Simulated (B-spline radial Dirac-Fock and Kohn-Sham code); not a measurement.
**Two-hole binding energies of Nd²⁺**

System: the Nd²⁺ ion, configuration [Xe] 4f4.

Input file task.json (cfg lists n, l and occupation; rrms is the nuclear radius in fm):

```json
{"items": [{
  "Z": 60,
  "q": 2,
  "cfg": [[1, 0, 2], [2, 0, 2], [2, 1, 6], [3, 0, 2], [3, 1, 6], [3, 2, 10], [4, 0, 2], [4, 1, 6], [4, 2, 10], [4, 3, 4], [5, 0, 2], [5, 1, 6]],
  "A": 142,
  "rrms": 4.9123,
  "do": ["binding", "quiet", "double"]
}]}
```

Launch: `python xray_run.py task.json out`

The computed values come from a radial atomic solver: relaxed Dirac-Fock hole states (ΔSCF) with Breit and QED corrections and a finite nucleus. U is the two-hole binding energy less the two single-hole energies, the effective repulsion of the holes after relaxation. Each two-hole energy is an average over J within one jj subconfiguration.

| holes | E(a) (eV) | E(b) (eV) | E(ab) (eV) | U (eV) |
| --- | --- | --- | --- | --- |
| 1s⁻¹ 3p3/2⁻¹ | 43586.2 | 1318.9 | 44984.7 | 79.7 |
| 1s⁻¹ 3d5/2⁻¹ | 43586.2 | 996.9 | 44656.6 | 73.5 |
| 2s⁻¹ 2p1/2⁻¹ | 7150.8 | 6741.2 | 14048.1 | 156.1 |
| 2s⁻¹ 2p3/2⁻¹ | 7150.8 | 6227.4 | 13527.8 | 149.7 |
| 2p1/2⁻¹ 2p3/2⁻¹ | 6741.2 | 6227.4 | 13152.9 | 184.3 |
| 2p1/2⁻¹ 3s⁻¹ | 6741.2 | 1597.6 | ? | ? |
| 2s⁻¹ 3d3/2⁻¹ | 7150.8 | 1018.8 | 8243.9 | 74.3 |
| 2p1/2⁻¹ 3p3/2⁻¹ | 6741.2 | 1318.9 | 8129.8 | 69.8 |
| 2p3/2⁻¹ 3s⁻¹ | 6227.4 | 1597.6 | 7892.0 | 67.0 |
| 2p1/2⁻¹ 3d3/2⁻¹ | 6741.2 | 1018.8 | 7832.8 | 72.7 |
| 3p1/2⁻² | 1423.3 | 1423.3 | 2902.0 | 55.3 |
| 4d3/2⁻² | 142.4 | 142.4 | 306.3 | 21.4 |
| 5p1/2⁻² | 41.61 | 41.61 | 96.43 | 13.2 |
| 5p3/2⁻² | 38.51 | 38.51 | 89.26 | 12.2 |

Q: Give the missing two-hole energy and U.

A: E(ab) = 8406.6 eV and U = 67.7 eV.
